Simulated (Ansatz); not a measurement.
A short molecular-dynamics run on CH₂AlBrS (`[Br][Al]1[CH2][S]1`).

```yaml
crystal:
  periodic: [false, false, false]
  atoms:
    - {symbol: Br, position_ang: [-1.739364, -2.629629, 0.431643]}
    - {symbol: Al, position_ang: [-0.674175, -0.746523, -0.075698]}
    - {symbol: C, position_ang: [0.669755, 0.573884, 0.167111]}
    - {symbol: S, position_ang: [-0.505906, 0.943950, -1.317391]}
    - {symbol: H, position_ang: [0.598272, 1.353358, 0.921375]}
    - {symbol: H, position_ang: [1.693519, 0.440859, -0.173141]}
basis:
  gaussian: {orbitals: "6-31G*"}
hamiltonian: {xc: {name: r2SCAN}}
md: {timestep: 1 fs, n_steps: 20, ensemble: nvt_nose_hoover, temperature: 1000, initial_velocities: maxwell_boltzmann, seed: 812}
```

```sh
$ ansatz run in.yaml --threads 2 --pin off --events-out ev --progress --plain --max-ram 4352MiB
```

```json
{"step": "0", "time (fs)": "0.0", "potential energy (eV)": "-88538.2025", "kinetic (eV)": "0.5170", "T (K)": "1000", "conserved (eV)": "-88537.6855"}
{"step": "1", "time (fs)": "1.0", "potential energy (eV)": "-88538.1818", "kinetic (eV)": "0.4971", "T (K)": "961", "conserved (eV)": "-88537.6847"}
{"step": "2", "time (fs)": "2.0", "potential energy (eV)": "-88538.1461", "kinetic (eV)": "0.4621", "T (K)": "894", "conserved (eV)": "-88537.6839"}
{"step": "3", "time (fs)": "3.0", "potential energy (eV)": "-88538.1061", "kinetic (eV)": "0.4222", "T (K)": "817", "conserved (eV)": "-88537.6840"}
{"step": "4", "time (fs)": "4.0", "potential energy (eV)": "-88538.0621", "kinetic (eV)": "0.3780", "T (K)": "731", "conserved (eV)": "-88537.6842"}
{"step": "5", "time (fs)": "5.0", "potential energy (eV)": "-88538.0121", "kinetic (eV)": "0.3285", "T (K)": "635", "conserved (eV)": "-88537.6837"}
{"step": "6", "time (fs)": "6.0", "potential energy (eV)": "-88537.9630", "kinetic (eV)": "0.2802", "T (K)": "542", "conserved (eV)": "-88537.6830"}
{"step": "7", "time (fs)": "7.0", "potential energy (eV)": "-88537.9263", "kinetic (eV)": "0.2440", "T (K)": "472", "conserved (eV)": "-88537.6826"}
{"step": "8", "time (fs)": "8.0", "potential energy (eV)": "-88537.9077", "kinetic (eV)": "0.2251", "T (K)": "435", "conserved (eV)": "-88537.6829"}
{"step": "9", "time (fs)": "9.0", "potential energy (eV)": "-88537.9019", "kinetic (eV)": "0.2187", "T (K)": "423", "conserved (eV)": "-88537.6837"}
{"step": "10", "time (fs)": "10.0", "potential energy (eV)": "-88537.8978", "kinetic (eV)": "0.2143", "T (K)": "414", "conserved (eV)": "-88537.6841"}
{"step": "11", "time (fs)": "11.0", "potential energy (eV)": "-88537.8894", "kinetic (eV)": "0.2063", "T (K)": "399", "conserved (eV)": "-88537.6838"}
{"step": "12", "time (fs)": "12.0", "potential energy (eV)": "-88537.8817", "kinetic (eV)": "0.1994", "T (K)": "386", "conserved (eV)": "-88537.6832"}
{"step": "13", "time (fs)": "13.0", "potential energy (eV)": "-88537.8826", "kinetic (eV)": "0.2004", "T (K)": "388", "conserved (eV)": "-88537.6833"}
{"step": "14", "time (fs)": "14.0", "potential energy (eV)": "-88537.8902", "kinetic (eV)": "0.2075", "T (K)": "401", "conserved (eV)": "-88537.6840"}
{"step": "15", "time (fs)": "15.0", "potential energy (eV)": "-88537.8953", "kinetic (eV)": "0.2127", "T (K)": "411", "conserved (eV)": "-88537.6841"}
{"step": "16", "time (fs)": "16.0", "potential energy (eV)": "-88537.8956", "kinetic (eV)": "0.2139", "T (K)": "414", "conserved (eV)": "-88537.6836"}
{"step": "17", "time (fs)": "17.0", "potential energy (eV)": "-88537.8988", "kinetic (eV)": "0.2179", "T (K)": "421", "conserved (eV)": "-88537.6831"}
{"step": "18", "time (fs)": "18.0", "potential energy (eV)": "-88537.9131", "kinetic (eV)": "0.2325", "T (K)": "450", "conserved (eV)": "-88537.6831"}
{"step": "19", "time (fs)": "19.0", "potential energy (eV)": "-88537.9381", "kinetic (eV)": "0.2574", "T (K)": "498", "conserved (eV)": "-88537.6837"}
{"step": "20", "time (fs)": "20.0", "potential energy (eV)": "-88537.9643", "kinetic (eV)": "0.2833", "T (K)": "548", "conserved (eV)": "-88537.6844"}
```

Velocities are drawn at the set temperature; a run this short doesn't reach equilibrium.

Frames (Å, forces in eV/Å):

```xyz
6
time=0.0 fs
Br   -1.739   -2.630    0.432   -0.079   -0.119    0.020
Al   -0.674   -0.747   -0.076   -0.082   -0.222    0.102
C     0.670    0.574    0.167    0.186   -0.059    0.237
S    -0.506    0.944   -1.317   -0.209    0.260   -0.427
H     0.598    1.353    0.921    0.022    0.128    0.104
H     1.694    0.441   -0.173    0.162    0.011   -0.037
6
time=1.0 fs
Br   -1.741   -2.630    0.431   -0.028   -0.039    0.004
Al   -0.671   -0.743   -0.078   -0.058   -0.429    0.243
C     0.675    0.584    0.163   -0.046   -0.395   -0.110
S    -0.505    0.938   -1.311   -0.374    0.432   -0.703
H     0.569    1.362    0.895    0.140    0.441    0.483
H     1.685    0.479   -0.209    0.366   -0.010    0.082
6
time=2.0 fs
Br   -1.743   -2.631    0.431    0.021    0.037   -0.012
Al   -0.668   -0.740   -0.081   -0.033   -0.639    0.389
C     0.680    0.594    0.159   -0.130   -0.566   -0.312
S    -0.504    0.932   -1.304   -0.539    0.603   -0.986
H     0.540    1.375    0.873    0.259    0.577    0.679
H     1.680    0.517   -0.245    0.422   -0.012    0.241
6
time=3.0 fs
Br   -1.744   -2.632    0.430    0.068    0.109   -0.026
Al   -0.666   -0.737   -0.083   -0.008   -0.846    0.538
C     0.685    0.603    0.155   -0.107   -0.476   -0.308
S    -0.504    0.926   -1.298   -0.695    0.774   -1.268
H     0.514    1.394    0.858    0.406    0.450    0.628
H     1.679    0.554   -0.278    0.337   -0.011    0.437
6
time=4.0 fs
Br   -1.746   -2.633    0.430    0.112    0.176   -0.039
Al   -0.663   -0.734   -0.086    0.019   -1.045    0.688
C     0.690    0.612    0.151   -0.047   -0.171   -0.146
S    -0.503    0.920   -1.293   -0.834    0.942   -1.539
H     0.492    1.417    0.849    0.576    0.123    0.397
H     1.681    0.592   -0.306    0.173   -0.025    0.638
6
time=5.0 fs
Br   -1.747   -2.633    0.430    0.153    0.236   -0.051
Al   -0.660   -0.732   -0.087    0.052   -1.228    0.838
C     0.695    0.621    0.146    0.001    0.203    0.076
S    -0.503    0.914   -1.288   -0.948    1.109   -1.787
H     0.476    1.441    0.844    0.733   -0.257    0.123
H     1.685    0.629   -0.329    0.009   -0.063    0.801
6
time=6.0 fs
Br   -1.749   -2.634    0.429    0.190    0.290   -0.061
Al   -0.657   -0.730   -0.089    0.093   -1.389    0.983
C     0.699    0.630    0.142    0.010    0.506    0.276
S    -0.503    0.909   -1.283   -1.031    1.271   -2.004
H     0.466    1.463    0.840    0.831   -0.554   -0.083
H     1.689    0.666   -0.344   -0.093   -0.124    0.889
6
time=7.0 fs
Br   -1.751   -2.635    0.429    0.222    0.336   -0.071
Al   -0.654   -0.729   -0.090    0.145   -1.521    1.121
C     0.704    0.640    0.138   -0.027    0.655    0.416
S    -0.504    0.905   -1.279   -1.082    1.426   -2.183
H     0.465    1.479    0.835    0.841   -0.695   -0.164
H     1.692    0.702   -0.351   -0.099   -0.201    0.881
6
time=8.0 fs
Br   -1.752   -2.635    0.428    0.250    0.374   -0.079
Al   -0.651   -0.728   -0.091    0.206   -1.620    1.247
C     0.709    0.650    0.134   -0.105    0.614    0.482
S    -0.505    0.900   -1.275   -1.099    1.572   -2.318
H     0.471    1.489    0.828    0.753   -0.656   -0.105
H     1.694    0.735   -0.349   -0.005   -0.284    0.774
6
time=9.0 fs
Br   -1.754   -2.636    0.428    0.273    0.404   -0.087
Al   -0.648   -0.727   -0.092    0.277   -1.683    1.359
C     0.714    0.660    0.130   -0.204    0.385    0.463
S    -0.506    0.896   -1.273   -1.083    1.706   -2.408
H     0.485    1.492    0.820    0.575   -0.446    0.085
H     1.696    0.766   -0.339    0.162   -0.366    0.588
6
time=10.0 fs
Br   -1.755   -2.636    0.428    0.290    0.427   -0.093
Al   -0.645   -0.728   -0.092    0.356   -1.707    1.452
C     0.718    0.671    0.127   -0.290    0.016    0.364
S    -0.507    0.893   -1.271   -1.037    1.822   -2.450
H     0.504    1.491    0.814    0.332   -0.114    0.366
H     1.700    0.794   -0.324    0.348   -0.443    0.361
6
time=11.0 fs
Br   -1.756   -2.637    0.427    0.304    0.442   -0.097
Al   -0.641   -0.729   -0.091    0.438   -1.693    1.523
C     0.723    0.682    0.124   -0.328   -0.382    0.231
S    -0.509    0.890   -1.269   -0.964    1.917   -2.446
H     0.527    1.489    0.810    0.074    0.232    0.649
H     1.706    0.817   -0.306    0.477   -0.516    0.140
6
time=12.0 fs
Br   -1.758   -2.637    0.427    0.312    0.450   -0.100
Al   -0.638   -0.730   -0.090    0.520   -1.642    1.570
C     0.727    0.693    0.121   -0.296   -0.653    0.157
S    -0.511    0.888   -1.269   -0.871    1.987   -2.400
H     0.550    1.489    0.813   -0.145    0.443    0.806
H     1.718    0.835   -0.286    0.480   -0.586   -0.033
6
time=13.0 fs
Br   -1.759   -2.638    0.426    0.317    0.453   -0.102
Al   -0.634   -0.732   -0.089    0.599   -1.555    1.591
C     0.731    0.703    0.119   -0.195   -0.690    0.236
S    -0.513    0.887   -1.269   -0.767    2.025   -2.317
H     0.572    1.494    0.824   -0.287    0.413    0.734
H     1.734    0.848   -0.267    0.333   -0.647   -0.141
6
time=14.0 fs
Br   -1.760   -2.638    0.426    0.318    0.449   -0.102
Al   -0.630   -0.735   -0.086    0.674   -1.434    1.584
C     0.734    0.712    0.116   -0.054   -0.520    0.477
S    -0.516    0.886   -1.270   -0.656    2.029   -2.204
H     0.591    1.502    0.842   -0.355    0.164    0.439
H     1.753    0.855   -0.249    0.073   -0.688   -0.194
6
time=15.0 fs
Br   -1.762   -2.638    0.425    0.316    0.440   -0.100
Al   -0.626   -0.738   -0.084    0.743   -1.279    1.549
C     0.738    0.721    0.114    0.081   -0.287    0.797
S    -0.519    0.885   -1.271   -0.544    1.995   -2.062
H     0.607    1.512    0.864   -0.374   -0.173    0.033
H     1.773    0.855   -0.232   -0.222   -0.696   -0.216
6
time=16.0 fs
Br   -1.763   -2.638    0.425    0.311    0.426   -0.097
Al   -0.622   -0.742   -0.080    0.805   -1.094    1.487
C     0.742    0.730    0.113    0.154   -0.132    1.087
S    -0.522    0.885   -1.274   -0.432    1.924   -1.895
H     0.619    1.521    0.886   -0.370   -0.460   -0.350
H     1.791    0.848   -0.218   -0.468   -0.665   -0.232
6
time=17.0 fs
Br   -1.764   -2.639    0.424    0.304    0.408   -0.093
Al   -0.617   -0.746   -0.076    0.859   -0.883    1.400
C     0.746    0.739    0.113    0.124   -0.136    1.269
S    -0.525    0.886   -1.276   -0.323    1.817   -1.705
H     0.627    1.525    0.905   -0.356   -0.611   -0.615
H     1.805    0.835   -0.206   -0.608   -0.595   -0.256
6
time=18.0 fs
Br   -1.765   -2.639    0.424    0.294    0.387   -0.088
Al   -0.612   -0.750   -0.072    0.903   -0.651    1.292
C     0.750    0.747    0.113   -0.025   -0.318    1.299
S    -0.528    0.888   -1.280   -0.218    1.677   -1.496
H     0.632    1.523    0.918   -0.338   -0.598   -0.716
H     1.812    0.816   -0.197   -0.616   -0.496   -0.291
6
time=19.0 fs
Br   -1.766   -2.639    0.423    0.284    0.362   -0.081
Al   -0.607   -0.755   -0.067    0.934   -0.408    1.164
C     0.753    0.756    0.115   -0.280   -0.663    1.157
S    -0.531    0.889   -1.283   -0.120    1.510   -1.273
H     0.634    1.515    0.924   -0.319   -0.420   -0.635
H     1.814    0.792   -0.190   -0.498   -0.381   -0.333
6
time=20.0 fs
Br   -1.768   -2.639    0.423    0.273    0.336   -0.074
Al   -0.602   -0.760   -0.062    0.948   -0.159    1.023
C     0.757    0.763    0.117   -0.596   -1.137    0.843
S    -0.534    0.892   -1.287   -0.029    1.320   -1.042
H     0.633    1.504    0.924   -0.301   -0.099   -0.381
H     1.811    0.765   -0.186   -0.295   -0.261   -0.368
```

Hardware: 2 threads of an Arm Neoverse V1 on a shared host. Wall time 91 s, peak host memory 0.38 GiB.
